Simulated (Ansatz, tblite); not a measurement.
Cost and result up the ladder for GeHMe2Cl (C₂H₇ClGe) (11 atoms). Charge 0, multiplicity 1. Geometry: PBE0-D4/def2-SVP.

```
atom    x (Å)    y (Å)    z (Å)
 Ge1   0.5961   0.2254  -0.2912
  H2   1.6326  -0.2859  -1.3107
  C3   0.5356  -0.8863   1.3001
  H4  -0.1858  -0.4717   2.0186
  H5   1.5254  -0.9260   1.7760
  H6   0.2273  -1.9090   1.0343
  C7  -1.1517   0.4786  -1.0990
  H8  -1.0828   1.1670  -1.9528
  H9  -1.8471   0.9008  -0.3595
 H10  -1.5476  -0.4864  -1.4509
Cl11   1.2980   2.1934   0.3352
```

Ansatz on 2 threads of Arm Neoverse V1 on a shared host; xTB runs through tblite on one thread. Times are rough, summed over both states, and most runs start from the orbitals of an earlier one. PBE0-D4/def2-TZVP serves as the yardstick here, not as an exact answer. The other state is a triplet.

The xTB rows come from tblite.

Run but left out: PBE-D4/def2-TZVP (triplet: an occupied level 0.05 eV above an empty one).

xTB has no spin-polarisation term.

```tsv
level	functions	wall time	vertical triplet (eV)	difference from PBE0-D4/def2-TZVP (eV)
GFN2-xTB	33	0.019 s	7.32	0.44
GFN1-xTB	40	0.023 s	7.25	0.37
PBE0-D4/def2-TZVP	189	31 s	6.88	0.00
r2SCAN-D4/def2-TZVP	189	38 s	6.73	-0.16
```
